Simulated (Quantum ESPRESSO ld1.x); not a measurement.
F I, configuration [He] 2s2 2p5. Calculated with ld1.x of Quantum ESPRESSO 7.5: Dirac Kohn-Sham, PW91, spin-unpolarised, spherical densities, point nucleus; open shells fill j = l - 1/2 first. Some entries of the table are withheld. Estimate them.

| orbital | occ. | eigenvalue (eV) | <r^2> (bohr^2) | <1/r> (bohr^-1) |
|---|---|---|---|---|
| 1s1/2 | 2 | (1) | (2) | (3) |
| 2s1/2 | 2 | -29.942 | 1.228 | 1.461 |
| 2p1/2 | 2 | (4) | (5) | (6) |
| 2p3/2 | 3 | (7) | (8) | (9) |

Answer. 
(1) 1s1/2 eigenvalue (eV): -663.791
(2) 1s1/2 <r^2> (bohr^2): 0.04198
(3) 1s1/2 <1/r> (bohr^-1): 8.631
(4) 2p1/2 eigenvalue (eV): -11.241
(5) 2p1/2 <r^2> (bohr^2): 1.632
(6) 2p1/2 <1/r> (bohr^-1): 1.276
(7) 2p3/2 eigenvalue (eV): -11.177
(8) 2p3/2 <r^2> (bohr^2): 1.640
(9) 2p3/2 <1/r> (bohr^-1): 1.272
